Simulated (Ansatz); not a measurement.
`[SiH3][N]([SiH3])[Al]([Cl])[Cl]`. Charge 0, multiplicity 1. Geometry: relaxed with PBE0-D4/def2-TZVP. It is one conformer, not always the lowest.

```xyz
12

Si    0.938    1.375   -0.176
N     0.061   -0.116    0.049
Si   -1.631   -0.072   -0.374
Al    0.839   -1.580    0.667
Cl    2.910   -1.703    0.784
Cl   -0.305   -3.201    1.287
H     2.082    1.434    0.768
H     0.015    2.510    0.096
H     1.447    1.507   -1.567
H    -1.804    0.851   -1.528
H    -2.089   -1.430   -0.759
H    -2.465    0.423    0.752
```

Problem. What is the dipole moment at r2SCAN/def2-TZVPP? (Best estimate.)

Solution. Computed: 0.97 D, with components (-0.43, 0.80, -0.34) D in this frame, pointing from negative to positive charge.

Problem. And with PBE, B3LYP, ωB97M-V? (Estimate.)

Solution. Computed: PBE 0.93 D, B3LYP 1.00 D, ωB97M-V 0.95 D.

Problem. Give the Mulliken charges with r2SCAN, PBE, ωB97M-V in def2-TZVPP. (An estimate is asked.)

Solution. Computed: 
```json
{"atom": "Si1", "r2SCAN": "0.32", "PBE": "0.21", "ωB97M-V": "0.18"}
{"atom": "N2", "r2SCAN": "-0.38", "PBE": "-0.19", "ωB97M-V": "-0.33"}
{"atom": "Si3", "r2SCAN": "0.32", "PBE": "0.21", "ωB97M-V": "0.18"}
{"atom": "Al4", "r2SCAN": "0.58", "PBE": "0.45", "ωB97M-V": "0.47"}
{"atom": "Cl5", "r2SCAN": "-0.23", "PBE": "-0.20", "ωB97M-V": "-0.20"}
{"atom": "Cl6", "r2SCAN": "-0.23", "PBE": "-0.20", "ωB97M-V": "-0.20"}
{"atom": "H7", "r2SCAN": "-0.06", "PBE": "-0.04", "ωB97M-V": "-0.01"}
{"atom": "H8", "r2SCAN": "-0.07", "PBE": "-0.05", "ωB97M-V": "-0.02"}
{"atom": "H9", "r2SCAN": "-0.07", "PBE": "-0.05", "ωB97M-V": "-0.02"}
{"atom": "H10", "r2SCAN": "-0.07", "PBE": "-0.05", "ωB97M-V": "-0.02"}
{"atom": "H11", "r2SCAN": "-0.06", "PBE": "-0.04", "ωB97M-V": "-0.01"}
{"atom": "H12", "r2SCAN": "-0.07", "PBE": "-0.05", "ωB97M-V": "-0.02"}
```

B3LYP here is the variant with VWN-RPA as its local correlation; programs differ in this.
